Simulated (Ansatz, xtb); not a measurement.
## C2H7GeN: 3 structures ranked

3 gas-phase structures of C2H7GeN, from a drawn sample of its isomers (lower ones may exist). Each was relaxed with GFN2-xTB:

A. `N/C=[CH]/[GeH3]`, a singlet
B. `N/C=[CH]\[GeH3]`, a singlet
C. `C=[C](N)[GeH3]`, a singlet

Problem. Which do you expect lowest at r2SCAN-D4/def2-SVP, and how would the others follow?

Solution. Calculated order at r2SCAN-D4/def2-SVP: B (0.0), A (1.6), C (12.2) kJ/mol. Less than 1 kcal/mol parts B and A, so the order within that pair means little.

Energies above the lowest of each column, in kJ/mol; the last columns are at B3LYP-D3(BJ)/def2-SVP geometries:

| structure | GFN2-xTB | HF/STO-3G | r2SCAN-D4/def2-SVP | B3LYP-D3(BJ)/def2-SVP | CCSD(T)/def2-SVP + ΔMP2/def2-TZVPP |
| --- | --- | --- | --- | --- | --- |
| B | 0.0 | 3.9 | 0.0 | 1.3 | 0.8 |
| A | 1.6 | 0.0 | 1.6 | 0.0 | 0.0 |
| C | 9.1 | 4.5 | 12.2 | 13.9 | 10.2 |

CCSD(T)/def2-SVP + ΔMP2/def2-TZVPP has A and B within 1 kcal/mol of each other at the bottom, and every level picks one of them. CCSD(T)/def2-SVP + ΔMP2/def2-TZVPP orders those it was run on as A (0.0), B (0.8), C (10.2) kJ/mol. Less than 1 kcal/mol parts A and B, so the order within that pair means little. Flexible structures stand in one conformer each, not always the lowest. ΔMP2 is the change of the MP2 energy from the smaller to the larger basis.

Programs: Ansatz 0.2.0, xtb 6.7.1.
